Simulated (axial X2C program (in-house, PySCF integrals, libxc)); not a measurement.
# Which molecule has these constants?

Calculated with an axial X2C code built on PySCF integrals, spin-free (one-electron X2C) or two-component (2c: spin–orbit coupling with atomic mean-field Coulomb and Gaunt terms, which also bring small scalar terms), in Dyall basis sets with cores contracted in-house; open shells are unrestricted.

A two-component PBE0 calculation in a Dyall 3-zeta basis gave Re = 2.360 Å, ωe = 365.7 cm⁻¹, De = 2.79 eV, dipole magnitude 3.32 D, Ω = 1/2.

Which molecule is it?
A. MgCo
B. MgCr
C. MgCu
D. MgNi
E. MgBr

E. The others have MgNi 2.466 Å and 249.1 cm⁻¹ (Ω = 3); MgCo 2.559 Å and 225.2 cm⁻¹ (Ω = 7/2); MgCu 2.475 Å and 239.5 cm⁻¹ (Ω = 1/2); MgCr 2.920 Å and 156.7 cm⁻¹ (Ω = 3).

Each entry is the lowest single determinant of a limited PBE0 search at one distance. De goes to single-determinant-based atoms at the same level (for ions the charge split of lowest energy) and is withheld (n/a) where an atom does not fit its ground term or J level. Main or longest-lived isotopes. One determinant is a doubtful description, or other states lie close, for MgNi, MgCo, MgCr; these need not be ground states, and all values refer to the states named. Some open-shell Ω = 0 determinants are out of reach, so the Ω given for MgCr need not be the lowest component. With several unpaired electrons the Ω given is that of one determinant, not necessarily of the lowest component. The functionals have no current term, which raises determinants with orbital currents. Where the atoms have a lower orbital projection than the molecule, De at mean-field level may be about a tenth of an eV too small.
